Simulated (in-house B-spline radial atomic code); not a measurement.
# Pm³⁺: [Kr] 4d10 4f4 5s2 5p5 5g1 (an excited or competing configuration)

Method: Dirac-Hartree-Fock, average of configuration, Fermi nucleus of rms radius 4.962 fm. Calculated with an all-electron radial atomic-structure program (B-spline basis).

Screening seen three ways: the hydrogenic charge with the same mean radius, Z_r = [3n² - l(l+1)]/(2<r>), the one with the same energy, Z_e = n√(-2ε), and Slater's rules. Values are occupation-weighted means over j. An effective charge above Z reflects the relativistic contraction of the inner shells.

| shell | electrons | ε (eV) | <r> (bohr) | Z_r | Z_e | Slater |
| --- | --- | --- | --- | --- | --- | --- |
| 1s | 2 | -45490 | 0.02318 | 64.72 | 57.82 | 60.70 |
| 2s | 2 | -7544.6 | 0.09836 | 61.00 | 47.10 | 56.85 |
| 2p | 6 | -6753.8 | 0.08686 | 57.57 | 44.56 | 56.85 |
| 3s | 2 | -1727.4 | 0.2591 | 52.10 | 33.80 | 49.75 |
| 3p | 6 | -1471.5 | 0.2574 | 48.56 | 31.20 | 49.75 |
| 3d | 10 | -1111.3 | 0.2357 | 44.54 | 27.11 | 39.85 |
| 4s | 2 | -398.9 | 0.5919 | 40.55 | 21.66 | 33.25 |
| 4p | 6 | -311.56 | 0.626 | 36.74 | 19.14 | 33.25 |
| 4d | 10 | -182.9 | 0.6858 | 30.62 | 14.67 | 21.85 |
| 5s | 2 | -88.183 | 1.406 | 26.68 | 12.73 | 12.20 |
| 5p | 5 | -63.999 | 1.583 | 23.05 | 10.84 | 12.20 |
| 4f | 4 | -52.078 | 0.8876 | 20.28 | 7.83 | 13.95 |
| 5g | 1 | -8.7264 | 6.835 | 4.02 | 4.00 | - |

The least bound orbital is 5g7/2 at -8.726 eV, and it is also the most diffuse (<r> = 6.836 bohr).

Spin-orbit splittings of the orbital energies (j = l + 1/2 above j = l - 1/2 when positive): 2p 561.9 eV, 3p 115.4 eV, 3d 24.67 eV, 4p 25.49 eV, 4d 4.608 eV, 5p 4.016 eV, 4f 0.4905 eV, 5g -0.0004047 eV.

For the 1s electron the small component carries 5.13 % of the norm, the zero-frequency Breit interaction raises the level by 129 eV, self-energy by 76.28 eV, and vacuum polarisation lowers it by 11.89 eV.
